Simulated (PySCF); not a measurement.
C3H7O (SMILES C[C](C)O), doublet, at a GFN2-xTB geometry; PBE0/6-31G* (PySCF).

The PySCF input:
```python
from pyscf import gto, scf, dft

mol = gto.Mole()
mol.atom = '''
    C     1.308612   -0.668082    0.052672
    C    -0.002269   -0.005917   -0.173843
    C    -1.270293   -0.627103    0.294917
    O     0.060232    1.371573   -0.290969
    H     1.538362   -0.772410    1.120951
    H     1.312213   -1.666400   -0.383086
    H     2.095429   -0.073487   -0.403560
    H    -2.131528   -0.199102   -0.221686
    H    -1.429941   -0.487379    1.374245
    H    -1.249572   -1.697379    0.103190
    H    -0.833119    1.730179   -0.304772
'''
mol.basis = '6-31g*'
mol.charge = 0
mol.spin = 1
mol.verbose = 4
mol.build()

mf = dft.UKS(mol)
mf.xc = 'pbe0'
mf.kernel()
```

Output, abridged:

```
PySCF version 2.14.0

[INPUT] verbose = 4
[INPUT] num. atoms = 11
[INPUT] num. electrons = 33
[INPUT] charge = 0
[INPUT] spin (= nelec alpha-beta = 2S) = 1
[INPUT] symmetry False subgroup None
[INPUT] Mole.unit = angstrom
[INPUT] Symbol           X                Y                Z      unit          X                Y                Z       unit  Magmom
[INPUT]  1 C      1.308612000000  -0.668082000000   0.052672000000 AA    2.472918283319  -1.262492008752   0.099535654433 Bohr   0.0
[INPUT]  2 C     -0.002269000000  -0.005917000000  -0.173843000000 AA   -0.004287788577  -0.011181509479  -0.328515658673 Bohr   0.0
[INPUT]  3 C     -1.270293000000  -0.627103000000   0.294917000000 AA   -2.400505867952  -1.185052921893   0.557312359478 Bohr   0.0
[INPUT]  4 O      0.060232000000   1.371573000000  -0.290969000000 AA    0.113821983935   2.591897329848  -0.549851720739 Bohr   0.0
[INPUT]  5 H      1.538362000000  -0.772410000000   1.120951000000 AA    2.907082860438  -1.459643355875   2.118290389057 Bohr   0.0
[INPUT]  6 H      1.312213000000  -1.666400000000  -0.383086000000 AA    2.479723187094  -3.149039613975  -0.723927622155 Bohr   0.0
[INPUT]  7 H      2.095429000000  -0.073487000000  -0.403560000000 AA    3.959786923471  -0.138870303716  -0.762617874829 Bohr   0.0
[INPUT]  8 H     -2.131528000000  -0.199102000000  -0.221686000000 AA   -4.028004146842  -0.376248250853  -0.418925825650 Bohr   0.0
[INPUT]  9 H     -1.429941000000  -0.487379000000   1.374245000000 AA   -2.702196864287  -0.921012828864   2.596946678053 Bohr   0.0
[INPUT] 10 H     -1.249572000000  -1.697379000000   0.103190000000 AA   -2.361348852925  -3.207581439588   0.195000838794 Bohr   0.0
[INPUT] 11 H     -0.833119000000   1.730179000000  -0.304772000000 AA   -1.574366739172   3.269564456474  -0.575935610436 Bohr   0.0

nuclear repulsion = 125.871501412695
number of shells = 38
number of NR pGTOs = 136
number of NR cGTOs = 70
basis = 6-31g*
ecp = {}

******** <class 'pyscf.dft.uks.UKS'> ********
method = UKS
initial guess = minao
damping factor = 0
level_shift factor = 0
DIIS = <class 'pyscf.scf.diis.CDIIS'>
diis_start_cycle = 1
diis_space = 8
diis_damp = 0
SCF conv_tol = 1e-09
SCF conv_tol_grad = None
SCF max_cycles = 50
direct_scf = True
direct_scf_tol = 1e-13
number electrons alpha = 17  beta = 16
XC library pyscf.dft.libxc version 7.1.2
    S. Lehtola, C. Steigemann, M. J. T. Oliveira, and M. A. L. Marques,  SoftwareX 7, 1–5 (2018)
XC functionals = pbe0
    C. Adamo and V. Barone,  J. Chem. Phys. 110, 6158 (1999)
    M. Ernzerhof and G. E. Scuseria,  J. Chem. Phys. 110, 5029 (1999)
radial grids:
    Treutler-Ahlrichs [JCP 102, 346 (1995); DOI:10.1063/1.469408] (M4) radial grids

becke partition: Becke, JCP 88, 2547 (1988); DOI:10.1063/1.454033
pruning grids: <function nwchem_prune>
grids dens level: 3
symmetrized grids: False
atomic radii adjust function: <function treutler_atomic_radii_adjust>
small_rho_cutoff = 0
Set gradient conv threshold to 3.16228e-05
tot grids = 125096
init E= -193.710746006064

cycle= 1 E= -193.388415273413  delta_E= 0.322  |g|= 0.42  |ddm|= 2.05
cycle= 2 E= -193.3456645755  delta_E= 0.0428  |g|= 0.55  |ddm|= 0.782
cycle= 3 E= -193.462313741221  delta_E= -0.117  |g|= 0.0711  |ddm|= 0.483
cycle= 4 E= -193.464426563201  delta_E= -0.00211  |g|= 0.0187  |ddm|= 0.0744
cycle= 5 E= -193.464637620002  delta_E= -0.000211  |g|= 0.00368  |ddm|= 0.021
cycle= 6 E= -193.464648665144  delta_E= -1.1e-05  |g|= 0.0011  |ddm|= 0.00692
cycle= 7 E= -193.464649813454  delta_E= -1.15e-06  |g|= 0.000531  |ddm|= 0.00239
cycle= 8 E= -193.464649990806  delta_E= -1.77e-07  |g|= 0.000182  |ddm|= 0.000774
cycle= 9 E= -193.464650013486  delta_E= -2.27e-08  |g|= 4.65e-05  |ddm|= 0.000289
cycle= 10 E= -193.464650015509  delta_E= -2.02e-09  |g|= 1.17e-05  |ddm|= 8.77e-05
cycle= 11 E= -193.464650015642  delta_E= -1.34e-10  |g|= 5.79e-06  |ddm|= 3.02e-05
Extra cycle  E= -193.464650015655  delta_E= -1.23e-11  |g|= 5.3e-06  |ddm|= 1.04e-05
converged SCF energy = -193.464650015655  <S^2> = 0.75404612  2S+1 = 2.004042
```
